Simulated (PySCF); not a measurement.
# Which determinant of ZnO lies lowest?

Unrestricted PBE0; basis Zn jorge-DZP-DKH, O jorge-DZP-DKH; spin-free X2C with a Gaussian nucleus; PySCF 2.14. Outer shells of the fragments: Zn 3d10 4s2; O 2s2 2p4.

Followed along the bond (rough minima from three points):

| 2Ms+1 | unpaired | ⟨S²⟩ at the start | R at minimum (Å) | Te (eV) |
| --- | --- | --- | --- | --- |
| 3 | σ ↑, π ↑ | 2.01 | 1.86 | 0.00 |
| 1 | σ ↓, π ↑ | 1.01 | 1.84 | 0.16 |
| 1 | none | 0.00 | 1.69 | 0.21 |
| 3 | σ ↑↑ | 2.00 | 1.79 | 1.62 |

Solutions found at the starting distance of 1.790 Å, counted from the lowest of them; the search is not exhaustive and high or unbound solutions are not listed, so other states can lie among these:

```tsv
2Ms+1	unpaired	term	E (eV)	⟨S²⟩	⟨Lz²⟩	μ (D)
3	σ ↑, π ↑	³Π	0.00	2.01	1.01	-2.20
1	σ ↓, π ↑	mixed	0.15	1.01	1.01	-2.34
1	none	¹Σ⁺	0.30	0.00	0.00	-5.64
3	σ ↑↑	³Σ⁺	1.58	2.00	0.00	-3.05
3	π ↑↑	³Σ⁻	3.18	2.01	0.00	2.91
1	π ↑↓	mixed	3.88	1.00	2.01	2.77
3	π ↑↑	mixed	4.09	2.00	2.00	-3.37
1	π ↑↓	mixed	4.25	1.10	2.01	-3.05
3	π ↑↑	mixed	4.29	2.00	2.00	-3.37
1	none	mixed	5.77	0.01	2.00	2.31
```

A term symbol is given only where ⟨S²⟩ and ⟨Lz²⟩ are close to those of a pure state; real π, δ and φ orbitals otherwise mix terms. A positive dipole means Zn(−)O(+).

Counting both spins, an empty level lies below a filled one in some of these solutions, because spin and occupation are held.
